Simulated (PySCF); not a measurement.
Isomers of CH6B2O. Gas-phase values, no solvent. One relaxed conformer stands for each flexible species; it need not be the lowest. Strings in code marks are SMILES.

The S1 excitation (TDA) from two functionals at the same geometries (B3LYP-D3(BJ)/def2-TZVP), both in PySCF: PBE-D3(BJ)/def2-TZVP and B3LYP-D3(BJ)/def2-TZVP. B3LYP has the VWN-RPA correlation part, as in Gaussian. Excitations are Tamm–Dancoff values on a coarser integration grid. The basis has no diffuse functions, so Rydberg states are missing or too high.

| species | PBE-D3(BJ)/def2-TZVP (eV) |
|---|---|
| `BBOC` | 3.80 |
| `BC(B)O` | 4.03 |
| `BBCO` | 3.37 |
| `BB(C)O` | 4.03 |

**Question.** What does B3LYP-D3(BJ)/def2-TZVP give for each?

**Answer.** 
- `BBOC`: 4.23
- `BC(B)O`: 4.86
- `BBCO`: 4.49
- `BB(C)O`: 4.42
Over these rows, drawn at random from the members with no instability flagged (it was tested for open shells, ions and some series alone), PBE minus B3LYP-D3(BJ): mean -0.69 eV, from -1.12 eV to -0.39 eV.
